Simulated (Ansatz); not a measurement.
Rb2F, relaxed as a doublet with UKS r2SCAN-D4/def2-TZVP in Ansatz, starting from the GFN2-xTB geometry. Force threshold 0.02 eV/Å.

In the def2 sets Rb takes a core potential; there is no spin–orbit coupling. The structure comes from a short search, and lower isomers may exist.

Start:

Cartesian coordinates in Å:
```
Rb -0.090 2.064 -2.014
Rb 0.517 -2.418 1.491
F -0.427 0.354 0.523
```

Question: Estimate the energy that the relaxation releases and the steps that it takes.

Answer: 0.84 eV, in 9 steps; 26 s on 4 threads of Arm Neoverse V2 on a shared host. No frequencies were taken in this run, so the end may be a saddle point.

Question: Does the start keep its bonding and symmetry?

Answer: By distances, no bond broke or formed, bridged metal pairs apart. The bond that changes most is Rb2–F3, from 3.08 to 2.49 Å (atoms count from 1). Metal–metal contacts that move far: Rb1–Rb2 5.72 to 4.35 Å. The end is the same structure that another start reached, the lowest one found. Point group C2v at the start, C2v at the end, both within 0.05 Å.

Question: Predict the relaxed structure.

Answer: 
| atom | x (Å) | y (Å) | z (Å) |
| --- | --- | --- | --- |
| Rb1 | -0.006 | 1.519 | -1.610 |
| Rb2 | 0.456 | -1.891 | 1.056 |
| F3 | -0.451 | 0.372 | 0.554 |
Bond lengths (bridged metal pairs left out): 2 × F–Rb 2.49 Å.
